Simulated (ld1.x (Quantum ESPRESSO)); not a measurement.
## Mn (Z = 25): one change to a TM potential, before and after

ld1.x (Quantum ESPRESSO) 7.5 input, shortened:

```
&input
   title='Mn', zed=25., rel=2, dft='PBE', iswitch=3,
   config='[Ar] 3d5 4s1 4p0', rel_dist='average'
 /
 &inputp
   pseudotype=2, tm=.true., lloc=0,
   nlcc=.true., new_core_ps=.true., rcore=1.30
 /
3
4P  2  1   0.00   0.00  2.20  2.20  0.0
3D  3  2   5.00   0.00  1.70  1.70  0.0
4S  1  0   1.00   0.00  1.80  1.80  0.0
 &test
   configts(1)='3d5 4s1 4p0'
 /
```

Open shells are filled in proportion to 2j + 1 (rel_dist='average').

All-electron outer shells of the reference configuration (PBE, scalar-relativistic, ld1.x):

```
shell  level (eV)  outermost node (bohr)  outermost maximum (bohr)
   3p      -62.83                   0.31                      0.75
   3d      -14.91                      –                      0.76
   4s      -11.88                   1.05                      2.38
   4p       -7.19                   1.15                      2.95
```

Change: wave 3d (bound): rc 1.70 bohr becomes 3d (bound): rc 1.22 bohr.

Cutoffs: the cutoffs (Ry, on a coarse ladder) from which the occupation-weighted sum of valence levels, in a spherical-Bessel basis at the reference potential, stays within 10 and 1 mRy of its value at 400 Ry; they do not see the model core or the augmentation charge, which bear on the density cutoff. Errors are all-electron minus pseudo energies relative to the spin-unpolarised reference configuration.

Question: What does the change do?

Answer: The potential gets harder (90 Ry and 140 Ry → 140 Ry and 160 Ry); both files keep a bound ghost (p); of the 6 tests that both files solve, the error grows in 5 and shrinks in 0 by more than 15 % and 0.3 meV (median size 131.2 → 158.0 meV). A smaller radius makes the pseudo-wave follow the all-electron one further in, where it bends more sharply, so more plane waves are needed. That the errors move this way runs against the usual rule that smaller radii transfer better.

| quantity | base | changed |
| --- | --- | --- |
| cutoff, loose | 90 Ry | 140 Ry |
| cutoff, tight | 140 Ry | 160 Ry |
| loose cutoff by channel (10 mRy a level) | d 80 Ry, s 18 Ry | d 120 Ry, s 18 Ry |
| bound ghosts | p1/2 | p1/2 |
| tests with a reliable result | 6 of 7 | 6 of 7 |
| error for 3d5 4s0 4p0, meV [ΔE 15.60 eV] | -9.7 | -12 |
| error for 3d4 4s0 4p0, meV [ΔE 48.12 eV] | -500 | -584 |
| error for 3d5 4s0 4p1, meV [ΔE 4.74 eV] | -1.6 | -1.8 |
| error for 3d4 4s2 4p0, meV [ΔE 4.77 eV] | -298 | -414 |
| error for 3d6 4s0 4p0, meV [ΔE -1.60 eV] | -253 | -304 |
| error for 3d5 4s1 4p1, meV [ΔE -4.56 eV] | -1.9 | -2.3 |
| s: phases at 2.40 bohr within 0.05 rad from the reference energy up to (Ry; the scan ends near 5) | 1.0 | 1.0 |
| p1/2: phases at 2.40 bohr within 0.05 rad from the reference energy up to (Ry; the scan ends near 5) | 4.1 | 4.1 |
| p3/2: phases at 2.40 bohr within 0.05 rad from the reference energy up to (Ry; the scan ends near 5) | 4.6 | 4.6 |
| d3/2: phases at 2.40 bohr within 0.05 rad from the reference energy up to (Ry; the scan ends near 5) | 0.0 | 0.0 |
| d5/2: phases at 2.40 bohr within 0.05 rad from the reference energy up to (Ry; the scan ends near 5) | 0.0 | 0.0 |

 A true bound ghost makes a file unfit for plane-wave use even where its test errors are small: the radial tests pick states by their node count and pass the ghost by.
